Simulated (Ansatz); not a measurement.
The cluster Sr₂S₂⁻. Charge -1, multiplicity 2. Geometry PBE0-D4/def2-TZVPD, basis def2-TZVPD, Ansatz.

```xyz
4

Sr   -0.347    1.321    1.634
Sr    0.012    0.421   -2.087
S    -0.868   -1.082    0.178
S     1.202   -0.660    0.275
```

```
run  HOMO (eV)  LUMO (eV)
  A      -1.10       1.94
  B      -0.22       1.30
  C       0.31       0.87
  D       0.15       1.09
  E       0.43       0.74
```

In the def2 sets Sr takes a core potential; there is no spin–orbit coupling. Another isomer (doublet) lies 1.63 eV lower at PBE0-D4/def2-TZVPD; other spin states weren't run for this one.

HOMO and LUMO are taken over both spins.

Q: The runs used B97M-V, PBE, PBE0, r2SCAN, ωB97M-V. Estimate which is which.

A: A ωB97M-V (range-separated); B PBE0 (25 % exact exchange); C PBE (0 % exact exchange); D r2SCAN (0 % exact exchange); E B97M-V (0 % exact exchange). Exact exchange lowers occupied and raises empty levels; among semilocal functionals meta-GGAs tend to open the gap a little, and such runs are hard to tell apart. The gap grows from 0.31 eV (B97M-V) to 3.04 eV (ωB97M-V). At PBE0-D4/def2-TZVPD, PBE-D4/def2-TZVPD, r2SCAN-D4/def2-TZVPD the charge -1 doublet is spin-contaminated (final ⟨S²⟩ up to 1.03, 0.75 for a pure state). At PBE-D4/def2-TZVPD, r2SCAN-D4/def2-TZVPD, B97M-V/def2-TZVPD the highest occupied level of the charge -1 doublet lies above zero (up to 0.43 eV). It is a level of α spin, whose loss leaves a singlet; that state wasn't run at this geometry and level. The electron is either unbound and held by the finite basis, or the level is raised by self-interaction error.
